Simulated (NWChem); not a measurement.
All runs are NWChem calculations. System: H$_{6}$GaNO$_{2}$, charge 0, spin multiplicity 1, displaced from the optimised geometry. The structure started from a generated list of species.

The NWChem input:

```
start mol
memory heap 200 mb stack 800 mb global 1000 mb
geometry units angstroms nocenter noautoz
  Ga    -0.330293    -0.267862     0.000000
  H     -0.924976    -1.761490     0.000000
  O     -0.345881     0.728999     1.565485
  H     -1.188638     0.690967     2.063585
  O     -0.345881     0.728999    -1.565485
  H     -1.188638     0.690967    -2.063585
  N      1.798801    -0.312013     0.000000
  H      2.212528    -0.746816    -0.848477
  H      2.212528    -0.746816     0.848477
  H      2.058755     0.696998     0.000000
  symmetry group Cs
end
basis spherical
  * library def2-svp
end
dft
  xc becke88 lyp
  semidirect memsize 60000000 filesize 0
  iterations 100
  convergence nodiis damp 40
end
task dft gradient
```

The output up to the point where the run's verdict is printed (cleaned and shortened):

```
             Northwest Computational Chemistry Package (NWChem) 7.3.0
             --------------------------------------------------------

                                NWChem Input Module
                                -------------------

 Scaling coordinates for geometry "geometry" by  1.889725989
 (inverse scale =  0.529177249)

 Turning off AUTOSYM since
 SYMMETRY directive was detected!

                             Geometry "geometry" -> ""
                             -------------------------

 Output coordinates in angstroms (scale by  1.889725989 to convert to a.u.)

  No.       Tag          Charge          X              Y              Z
 ---- ---------------- ---------- -------------- -------------- --------------
    1 Ga                  31.0000    -0.33029300    -0.26786200     0.00000000
    2 H                    1.0000    -0.92497600    -1.76149000     0.00000000
    3 O                    8.0000    -0.34588100     0.72899900     1.56548500
    4 H                    1.0000    -1.18863800     0.69096700     2.06358500
    5 O                    8.0000    -0.34588100     0.72899900    -1.56548500
    6 H                    1.0000    -1.18863800     0.69096700    -2.06358500
    7 N                    7.0000     1.79880100    -0.31201300     0.00000000
    8 H                    1.0000     2.21252800    -0.74681600    -0.84847700
    9 H                    1.0000     2.21252800    -0.74681600     0.84847700
   10 H                    1.0000     2.05875500     0.69699800     0.00000000

 Effective nuclear repulsion energy (a.u.)     307.2132131454

            Nuclear Dipole moment (a.u.)
            ----------------------------
        X                 Y               Z
 ---------------- ---------------- ----------------
    -0.0000245664    -0.0000359048     0.0000000000

      Symmetry information
      --------------------

 Group name             Cs
 Group number              2
 Group order               2
 No. of unique centers     7

      Symmetry unique atoms

     1    2    3    4    7    8   10


 Summary of "ao basis" -> "" (spherical)
[...]
 d= 0,ls=0.5         52  -2048.7364864137 -2.15D+02  3.80D-01              23.4
 d= 0,ls=0.5         53  -1833.5975977987  2.15D+02  3.80D-01              24.0
 d= 0,ls=0.5         54  -2048.7364864137 -2.15D+02  3.80D-01              24.6
 d= 0,ls=0.5         55  -1833.5975977987  2.15D+02  3.80D-01              25.2
 d= 0,ls=0.5         56  -2048.7364864137 -2.15D+02  3.80D-01              25.9
 d= 0,ls=0.5         57  -1833.5975977987  2.15D+02  3.80D-01              26.5
 d= 0,ls=0.5         58  -2048.7364864137 -2.15D+02  3.80D-01              27.1
 d= 0,ls=0.5         59  -1833.5975977987  2.15D+02  3.80D-01              27.7
 d= 0,ls=0.5         60  -2048.7364864137 -2.15D+02  3.80D-01              28.4
 d= 0,ls=0.5         61  -1833.5975977987  2.15D+02  3.80D-01              29.0
 d= 0,ls=0.5         62  -2048.7364864137 -2.15D+02  3.80D-01              29.6
 d= 0,ls=0.5         63  -1833.5975977987  2.15D+02  3.80D-01              30.3
 d= 0,ls=0.5         64  -2048.7364864137 -2.15D+02  3.80D-01              30.9
 d= 0,ls=0.5         65  -1833.5975977987  2.15D+02  3.80D-01              31.5
 d= 0,ls=0.5         66  -2048.7364864137 -2.15D+02  3.80D-01              32.1
 d= 0,ls=0.5         67  -1833.5975977987  2.15D+02  3.80D-01              32.7
 d= 0,ls=0.5         68  -2048.7364864137 -2.15D+02  3.80D-01              33.3
 d= 0,ls=0.5         69  -1833.5975977987  2.15D+02  3.80D-01              34.0
 d= 0,ls=0.5         70  -2048.7364864137 -2.15D+02  3.80D-01              34.6
 d= 0,ls=0.5         71  -1833.5975977987  2.15D+02  3.80D-01              35.2
 d= 0,ls=0.5         72  -2048.7364864137 -2.15D+02  3.80D-01              35.9
 d= 0,ls=0.5         73  -1833.5975977987  2.15D+02  3.80D-01              36.4
 d= 0,ls=0.5         74  -2048.7364864137 -2.15D+02  3.80D-01              37.0
 d= 0,ls=0.5         75  -1833.5975977987  2.15D+02  3.80D-01              37.6
 d= 0,ls=0.5         76  -2048.7364864137 -2.15D+02  3.80D-01              38.1
 d= 0,ls=0.5         77  -1833.5975977987  2.15D+02  3.80D-01              38.7
 d= 0,ls=0.5         78  -2048.7364864137 -2.15D+02  3.80D-01              39.2
 d= 0,ls=0.5         79  -1833.5975977987  2.15D+02  3.80D-01              39.8
 d= 0,ls=0.5         80  -2048.7364864137 -2.15D+02  3.80D-01              40.3
 d= 0,ls=0.5         81  -1833.5975977987  2.15D+02  3.80D-01              40.8
 d= 0,ls=0.5         82  -2048.7364864137 -2.15D+02  3.80D-01              41.3
 d= 0,ls=0.5         83  -1833.5975977987  2.15D+02  3.80D-01              41.8
 d= 0,ls=0.5         84  -2048.7364864137 -2.15D+02  3.80D-01              42.3
 d= 0,ls=0.5         85  -1833.5975977987  2.15D+02  3.80D-01              42.8
 d= 0,ls=0.5         86  -2048.7364864137 -2.15D+02  3.80D-01              43.3
 d= 0,ls=0.5         87  -1833.5975977987  2.15D+02  3.80D-01              43.9
 d= 0,ls=0.5         88  -2048.7364864137 -2.15D+02  3.80D-01              44.4
 d= 0,ls=0.5         89  -1833.5975977987  2.15D+02  3.80D-01              44.9
 d= 0,ls=0.5         90  -2048.7364864137 -2.15D+02  3.80D-01              45.4
 d= 0,ls=0.5         91  -1833.5975977987  2.15D+02  3.80D-01              45.9
 d= 0,ls=0.5         92  -2048.7364864137 -2.15D+02  3.80D-01              46.4
 d= 0,ls=0.5         93  -1833.5975977987  2.15D+02  3.80D-01              46.9
 d= 0,ls=0.5         94  -2048.7364864137 -2.15D+02  3.80D-01              47.4
 d= 0,ls=0.5         95  -1833.5975977987  2.15D+02  3.80D-01              47.9
 d= 0,ls=0.5         96  -2048.7364864137 -2.15D+02  3.80D-01              48.4
 d= 0,ls=0.5         97  -1833.5975977987  2.15D+02  3.80D-01              49.0
 d= 0,ls=0.5         98  -2048.7364864137 -2.15D+02  3.80D-01              49.5
 d= 0,ls=0.5         99  -1833.5975977987  2.15D+02  3.80D-01              50.0
 d= 0,ls=0.5        100  -2048.7364864137 -2.15D+02  3.80D-01              50.5
```

Convergence was not reached. The next line reads: Calculation failed to converge. NWChem stopped with the message: dft gradient failed.
